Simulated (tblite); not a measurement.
Compound: C6H4F2.
Cartesian coordinates in Å at the GFN2-xTB level; atoms count from 1:
```xyz
12
C6H4F2 angstrom
C      3.4067   -0.1025    0.2596
C      2.2773    0.2015   -0.0169
C      0.9596    0.5551   -0.3396
C     -0.1197   -0.1239    0.0797
F      0.0126   -1.2171    0.8599
C     -1.4975    0.2087   -0.2326
C     -2.5796   -0.4484    0.1684
F     -1.6211    1.3071   -1.0126
H      4.3931   -0.3653    0.5002
H      0.8185    1.4267   -0.9623
H     -2.4864   -1.3211    0.7867
H     -3.5624   -0.1215   -0.1165
```

Method: GFN2-xTB as coded in tblite; computed harmonic values from a numerical Hessian at the method's own geometry, unscaled. Against measured fundamentals such values can be off by several per cent, at times by over 20. One conformer, not necessarily the lowest.

Harmonic wavenumbers (cm⁻¹): 75.1, 102.5, 113.9, 209.6, 316.4, 320.2, 371.6, 457.6, 468.0, 554.8, 611.1, 642.4, 654.4, 704.4, 806.9, 834.8, 867.8, 925.8, 1055.8, 1081.2, 1240.7, 1294.3, 1364.9, 1627.7, 1665.0, 2244.6, 3081.2, 3137.3, 3180.2, 3400.6.

A = 4812, B = 1221, C = 974.1 MHz; mass 114.028 u (most abundant isotopes); point group Cs, symmetry number 1.

Problem. What is the zero-point energy?

Solution. ½Σν̃ = 16705 cm⁻¹ = 47.76 kcal/mol.

Problem. Give the ideal-gas entropy at 273.15 K and 1 bar in the rigid-rotor, harmonic-oscillator model (classical rotation).

Solution. Translation 39.70, rotation 28.16, vibration 18.85: S = 86.7 cal/(mol K).

Problem. And Cp and H(273.15 K) − H(0)?

Solution. Cp = 29.55 cal/(mol K), of which vibrations give 21.60 (their classical limit is 30 R = 59.6); H(273.15 K) − H(0) = 5.05 kcal/mol without the zero-point energy, 2.88 from vibrations.

Problem. How do the functions run with temperature in this model?

Solution. 
| T (K) | S (cal/(mol K)) | Cp (cal/(mol K)) | H − H(0) (kcal/mol) | G − H(0) (kcal/mol) | ln q(vib) |
| --- | --- | --- | --- | --- | --- |
| 100 | 65.2 | 15.5 | 1.13 | -5.38 | 0.97 |
| 200 | 78.4 | 23.8 | 3.09 | -12.59 | 2.78 |
| 300 | 89.6 | 31.5 | 5.87 | -21.00 | 4.71 |
| 500 | 108.4 | 42.2 | 13.33 | -40.87 | 8.56 |
| 800 | 130.4 | 51.1 | 27.47 | -76.83 | 13.88 |
| 1000 | 142.2 | 54.8 | 38.07 | -104.12 | 17.06 |

q(vib) and H(0) count from the zero-point level.

Problem. What must be added to the electronic energy to get the Gibbs energy at 273.15 K and 1 bar?

Solution. ZPE + [H(273.15 K) − H(0)] − T·S = 47.76 + 5.05 − 23.68 = 29.13 kcal/mol.

Problem. Which modes carry the vibrational entropy at 273.15 K?

Solution. 75.1 cm⁻¹: 3.84; 102.5 cm⁻¹: 3.24; 113.9 cm⁻¹: 3.03; 209.6 cm⁻¹: 1.89; 316.4 cm⁻¹: 1.19; 320.2 cm⁻¹: 1.17 cal/(mol K); the other 24 give 4.49 together.

Problem. Blend soft modes into free rotors: weight 1/[1 + (100 cm⁻¹/ν̃)⁴] for the oscillator and the rest for a rotor with moment μB/(μ + B), μ = h/(8π²ν), B = 10⁻⁴⁴ kg m². What vibrational entropy results?

Solution. 17.89 cal/(mol K) in place of 18.85, which changes −T·S at 273.15 K by +0.26 kcal/mol.

Hindered rotation and anharmonicity are outside this model. Other conformers, if any are populated, would add a mixing term that is left out.

The run took 0.3 s of wall time on one thread of an AMD EPYC 7B13 (shared host). The figure is for the frequency step alone.
